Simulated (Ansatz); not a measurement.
The cluster Si4H6 (the lowest singlet isomer of a short search). Charge 0, multiplicity 1. Geometry PBE-D4/def2-SVP, basis def2-TZVP, Ansatz.

```xyz
10

Si   -0.417    1.345    1.116
Si    0.760    1.468   -0.702
Si    0.539   -0.811   -1.123
Si   -0.753   -0.946    0.865
H    -2.181   -1.380    0.652
H    -0.211   -1.176   -2.380
H     1.460    2.586   -1.425
H    -0.858    2.343    2.150
H    -0.154   -1.818    1.940
H     1.817   -1.611   -1.092
```

```
run  HOMO (eV)  LUMO (eV)
  A      -8.28      -0.12
  B      -6.12      -2.03
  C      -5.80      -2.39
  D      -7.10      -0.99
  E      -5.44      -2.89
```

LC-ωPBE has ω = 0.4 bohr⁻¹. The structure comes from a short search, and lower isomers may exist.

**Question.** The runs used CAM-B3LYP, LC-ωPBE, LDA (SPW92), PBE0, r2SCANh. Estimate which is which.

**Answer.** A LC-ωPBE (range-separated); B PBE0 (25 % exact exchange); C r2SCANh (10 % exact exchange); D CAM-B3LYP (range-separated); E LDA (SPW92) (0 % exact exchange). Exact exchange lowers occupied and raises empty levels; among semilocal functionals meta-GGAs tend to open the gap a little, and such runs are hard to tell apart. The gap grows from 2.54 eV (LDA (SPW92)) to 8.16 eV (LC-ωPBE). The restricted singlet is unstable towards broken spin symmetry in Hartree–Fock (as tested in another run); at LC-ωPBE/def2-TZVP, PBE0-D4/def2-TZVP, r2SCANh-D4/def2-TZVP, CAM-B3LYP-D4/def2-TZVP and others this wasn't settled.
